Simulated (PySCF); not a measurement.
Compound: C7H5FO2.
Z-matrix (Å and degrees, PBE0-D3(BJ)/def2-SVP geometry), rows numbered from 1:
```
O 
C   1  1.1880
F   2  1.3445  1  120.18
C   2  1.4696  1  127.56  3   179.94
C   4  1.4026  2  122.40  1  -179.81
C   5  1.3851  4  120.45  2   179.89
C   6  1.4020  5  119.93  4     0.03
O   7  1.3410  6  117.76  5  -179.91
C   7  1.4026  6  119.84  5     0.05
C   9  1.3857  7  119.94  6    -0.07
H   5  1.0909  4  119.46  2    -0.03
H   6  1.0912  5  121.45  4  -179.94
H   8  0.9637  7  109.77  6  -179.88
H   9  1.0941  7  119.80  6   179.93
H  10  1.0919  4  118.69  2     0.09
```

Computed with PySCF, TDDFT CAM-B3LYP/def2-SVPD, vertical, gas phase, core orbitals frozen in the response.

```csv
state,E (eV),λ (nm),f,|μ| (D),symmetry,"main configurations (H = HOMO, L = LUMO)"
S1,5.08,243.9,0.0010,0.23,–,"H→L+1 (54%), H-1→L (44%)"
S2,5.23,236.9,0.332,4.09,A′,H→L (92%)
S3,5.57,222.7,0.0001,0.07,–,"H-2→L (87%), H-2→L+5 (11%)"
S4,6.28,197.3,0.264,3.33,A′,"H-1→L (54%), H→L+1 (43%)"
S5,6.39,194.0,0.0000,0.04,–,H→L+2 (93%)
S6,6.85,180.9,0.562,4.65,A′,H-1→L+1 (87%)
```

The lowest singlet lies at 5.08 eV (244 nm, ultraviolet) and is very weak; its leading configuration is HOMO→LUMO+1 (54%). The most intense listed level is S6 at 6.85 eV (181 nm, f = 0.562), 1.77 eV above S1. It is the last of those listed, so stronger ones may follow. Löwdin shares by element: HOMO carbon 48% or more, oxygen 17% or more (atoms not listed hold the other 35%); LUMO carbon 43% or more, oxygen 15% or more (atoms not listed hold the other 42%). Weighted by f, the mean energy of these states is 6.26 eV. Of the 6 states listed, 3 reach f = 0.01 and 2 stay under 0.0005. The oscillator strengths of these states sum to 1.159; summed over the whole spectrum of an exact calculation they would give the number of electrons, 72 (Thomas–Reiche–Kuhn). Symmetry labels in Cs follow from the direction of the transition dipole and are given only for states with f of 0.002 or more. Singlets were solved by full linear response.

Time: 1.7 min of wall time (with the writing of density and orbital grids). Hardware: an x86-64 server with one thread, no GPU, shared host.

One conformer stands for the species.
